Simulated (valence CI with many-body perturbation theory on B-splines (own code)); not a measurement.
# Pb67+: calculated level list

Computed by valence CI with perturbative core correlation (CI+MBPT): five valence electrons over a frozen Dirac-Fock core [Ne], a basis of 11 s, 11 p, 10 d, 8 f, 5 g, 2 h functions for each j, with the one-electron correlation potential Σ1 (screened to all orders), the two-electron term Σ2, the three-electron term Σ3, Breit, model QED; selected single and double excitations, second order for the rest, scaled by the run's own slope (own B-spline code, finite nucleus).

The last digits are not significant, and no measured levels were compared; by estimate large intervals hold to a few tenths of a per cent, small ones and those within an open d or f shell to about a per cent. Among the levels kept, up to 3300 cm⁻¹ of a level comes from second order outside the variational space, and about a tenth of that is noise between levels of different J, which matters for small intervals.

Levels 46 to 90 of 169, with energies above the lowest level, (3s^2 3p1/2^2 3p3/2) J=3/2. "Leading %" is the weight of the configuration and term that name the level; weights of strongly mixed levels are sums over their largest components and can fall short, so below about 35 % the name and the second component can differ from the true leading terms, or belong to a minority configuration. In the jj column 3d3/2^4 stands for four electrons in 3d with j = 3/2. Lifetimes count E1, E2, E3, M1 and M2 decay at the calculated energies, and are blank where another channel may lead or the interval is too uncertain; long ones can be off by a factor of two.

```tsv
No.	Configuration	Term	J	E (eV)	Leading %	Second component	Lifetime	g	Leading jj
46	3s²3p3d²	⁴D°	3/2	1250.7	42	19 % 3s²3p3d² ²D°	1.32 ps	1.148	3s^2 3p1/2 3d3/2 3d5/2 (96 %)
47	3s²3p3d²	⁴P°	1/2	1253.8	47	27 % 3s²3p3d² ⁴D°	1.48 ps	1.769	3s^2 3p1/2 3d3/2 3d5/2 (97 %)
48	3s²3p3d²	²H°	9/2	1254.7	53	31 % 3s²3p3d² ²G°	2.01 ps	1.006	3s^2 3p1/2 3d3/2 3d5/2 (99 %)
49	3s²3p3d²	⁴D°	5/2	1293.4	23	15 % 3s²3p3d² ⁴F°	83.4 fs	1.144	3s^2 3p1/2 3d3/2 3d5/2 (80 %)
50	3s²3p3d²	²F°	7/2	1297.1	41	25 % 3s²3p3d² ²G°	102 fs	1.115	3s^2 3p1/2 3d3/2 3d5/2 (86 %)
51	3s3p²3d²	⁴F	3/2	1304.1	43	26 % 3s3p²3d² ⁶G	9.70 ps	0.473	3s 3p1/2^2 3d3/2^2 (98 %)
52	3s²3p3d²	²P°	3/2	1304.2	22	20 % 3s²3p3d² ⁴D°	81.1 fs	1.314	3s^2 3p1/2 3d3/2 3d5/2 (82 %)
53	3s3p²3d²	⁴F	5/2	1315.8	23	10 % 3s3p²3d² ⁶G	9.45 ps	1.043	3s 3p1/2^2 3d3/2^2 (98 %)
54	3s3p²3d²	⁴P	1/2	1339.8	44	20 % 3s3p²3d² ⁶D	8.40 ps	2.220	3s 3p1/2^2 3d3/2^2 (97 %)
55	3s3p⁴	⁴P	3/2	1353.0	70	16 % 3s3p⁴ ²D	385 fs	1.497	3s 3p1/2 3p3/2^3 (87 %)
56	3s3p⁴	²D	5/2	1374.9	61	26 % 3s3p⁴ ⁴P	371 fs	1.293	3s 3p1/2 3p3/2^3 (87 %)
57	3s²3p3d²	⁴D°	7/2	1392.2	37	28 % 3s²3p3d² ²F°	899 fs	1.228	3s^2 3p1/2 3d5/2^2 (96 %)
58	3s²3p3d²	²G°	9/2	1394.8	33	27 % 3s²3p3d² ⁴G°	1.21 ps	1.116	3s^2 3p1/2 3d5/2^2 (98 %)
59	3s3p⁴	²P	1/2	1396.9	45	26 % 3s3p⁴ ⁴P	210 fs	1.404	3s 3p1/2 3p3/2^3 (71 %)
60	3s3p⁴	²P	3/2	1399.6	36	26 % 3s3p⁴ ²D	166 fs	1.136	3s 3p1/2 3p3/2^3 (74 %)
61	3s²3p3d²	²P°	3/2	1403.9	28	23 % 3s²3p3d² ²D°	833 fs	1.313	3s^2 3p1/2 3d5/2^2 (97 %)
62	3s²3p3d²	²F°	5/2	1405.3	38	26 % 3s²3p3d² ²D°	975 fs	1.087	3s^2 3p1/2 3d5/2^2 (98 %)
63	3s²3p3d²	²P°	1/2	1435.0	70	20 % 3s²3p3d² ⁴D°	804 fs	0.643	3s^2 3p1/2 3d5/2^2 (97 %)
64	3s²3p²3d	²F	7/2	1443.7	43	28 % 3s²3p²3d ²G	220 fs	1.092	3s^2 3p3/2^2 3d3/2 (98 %)
65	3s²3p²3d	²D	5/2	1446.5	25	23 % 3s²3p²3d ⁴D	141 fs	1.151	3s^2 3p3/2^2 3d3/2 (87 %)
66	3s3p²3d²	⁴F	7/2	1447.0	29	15 % 3s3p²3d² ⁶G	2.17 ps	1.212	3s 3p1/2^2 3d3/2 3d5/2 (98 %)
67	3s3p²3d²	⁴F	5/2	1451.7	22	15 % 3s3p²3d² ⁶G	1.76 ps	1.159	3s 3p1/2^2 3d3/2 3d5/2 (97 %)
68	3s²3p²3d	⁴P	3/2	1452.8	21	20 % 3s²3p²3d ⁴D	94.7 fs	1.171	3s^2 3p3/2^2 3d3/2 (74 %)
69	3s²3p²3d	⁴P	1/2	1455.1	38	19 % 3s3p⁴ ²P	80.7 fs	1.681	3s^2 3p3/2^2 3d3/2 (72 %)
70	3s3p²3d²	⁴P	3/2	1459.7	29	25 % 3s3p²3d² ⁶D	1.83 ps	1.567	3s 3p1/2^2 3d3/2 3d5/2 (99 %)
71	3s3p²3d²	²G	9/2	1468.0	28	14 % 3s3p²3d² ⁴F	1.80 ps	1.171	3s 3p1/2^2 3d3/2 3d5/2 (98 %)
72	3s3p²3d²	²F	5/2	1470.0	25	12 % 3s3p²3d² ⁴G	1.84 ps	1.111	3s 3p1/2^2 3d3/2 3d5/2 (98 %)
73	3s²3p²3d	²D	3/2	1470.7	66	11 % 3s²3p²3d ⁴F	130 fs	0.815	3s^2 3p3/2^2 3d3/2 (88 %)
74	3s3p²3d²	²G	7/2	1477.4	33	24 % 3s3p²3d² ⁴H	1.81 ps	0.927	3s 3p1/2^2 3d3/2 3d5/2 (99 %)
75	3s3p²3d²	²P	3/2	1478.6	21	9 % 3s3p²3d² ⁴F	1.83 ps	1.084	3s 3p1/2^2 3d3/2 3d5/2 (97 %)
76	3s3p²3d²	²P	1/2	1485.6	34	22 % 3s3p²3d² ⁴D	1.69 ps	1.233	3s 3p1/2^2 3d3/2 3d5/2 (97 %)
77	3s²3p²3d	²F	7/2	1544.8	50	39 % 3s²3p²3d ⁴D	99.4 ps	1.234	3s^2 3p3/2^2 3d5/2 (99 %)
78	3s²3p²3d	⁴F	9/2	1546.7	63	36 % 3s²3p²3d ²G	186 ps	1.238	3s^2 3p3/2^2 3d5/2 (99 %)
79	3s²3p²3d	²P	1/2	1558.3	60	24 % 3s²3p²3d ²S	4.64 ps	1.132	3s^2 3p3/2^2 3d5/2 (97 %)
80	3s3p³3d	⁶D°	3/2	1580.3	27	19 % 3s3p³3d ⁴D°	742 fs	1.264	3s 3p1/2 3p3/2^2 3d3/2 (83 %)
81	3s²3p²3d	²D	5/2	1581.0	74	17 % 3s²3p²3d ⁴D	154 ps	1.196	3s^2 3p3/2^2 3d5/2 (99 %)
82	3s3p³3d	⁶D°	1/2	1590.5	46	20 % 3s3p³3d ⁴D°	597 fs	2.129	3s 3p1/2 3p3/2^2 3d3/2 (97 %)
83	3s3p³3d	⁴F°	5/2	1593.0	36	26 % 3s3p³3d ⁶D°	743 fs	1.210	3s 3p1/2 3p3/2^2 3d3/2 (96 %)
84	3s²3p²3d	²P	3/2	1593.8	44	25 % 3s²3p²3d ²D	932 fs	1.193	3s^2 3p3/2^2 3d5/2 (96 %)
85	3s3p²3d²	⁴F	9/2	1595.8	31	13 % 3s3p²3d² ⁶D	1.20 ps	1.263	3s 3p1/2^2 3d5/2^2 (97 %)
86	3s²3p²3d	²D	5/2	1599.7	51	20 % 3s²3p²3d ⁴P	761 fs	1.185	3s^2 3p3/2^2 3d5/2 (95 %)
87	3s3p³3d	⁴G°	7/2	1606.4	35	21 % 3s3p³3d ⁴F°	527 fs	1.174	3s 3p1/2 3p3/2^2 3d3/2 (97 %)
88	3s3p²3d²	⁴P	5/2	1611.5	21	16 % 3s3p²3d² ²D	1.03 ps	1.346	3s 3p1/2^2 3d5/2^2 (98 %)
89	3p⁵	²P°	3/2	1613.6	52	9 % 3s3p³3d ⁶D°	196 fs	1.290	3p1/2^2 3p3/2^3 (52 %)
90	3s3p²3d²	²F	7/2	1618.2	25	10 % 3s3p²3d² ²G	1.13 ps	1.081	3s 3p1/2^2 3d5/2^2 (98 %)
```
